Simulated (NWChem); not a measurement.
Species: ethylenediamine (C₂H₈N₂); SMILES C(CN)N

```xyz
12

N     -0.1726     1.8521    -0.0518
C      0.5019     0.5706    -0.0332
C     -0.5019    -0.5706    -0.0332
N      0.1726    -1.8521    -0.0518
H      0.4977     2.6096    -0.1566
H     -0.6498     2.0161     0.8332
H      1.1981     0.4272     0.8251
H      1.1206     0.4749    -0.9401
H     -1.1206    -0.4749    -0.9401
H     -1.1981    -0.4272     0.8251
H     -0.4977    -2.6096    -0.1566
H      0.6498    -2.0161     0.8332
```
Atoms are numbered in this order, from 1.

Coordinates come from a PBE0/def2-SVP optimisation.

Symmetry labels are those of C2 in the frame above (b1 and b2, or b-type labels, depend on it).

Task: List the 4 lowest vertical singlet excitations from Hartree-Fock/6-31+G* (spherical d), CIS (NWChem).

Result: 
```csv
state,energy (eV),oscillator strength,symmetry,leading excitation (squared amplitude)
S1,7.18,0.016,a,HOMO → LUMO (0.51)
S2,7.19,0.014,b,HOMO−1 → LUMO (0.41)
S3,8.45,0.008,b,HOMO → LUMO+2 (0.49)
S4,8.49,0.003,a,HOMO → LUMO+3 (0.36)
```
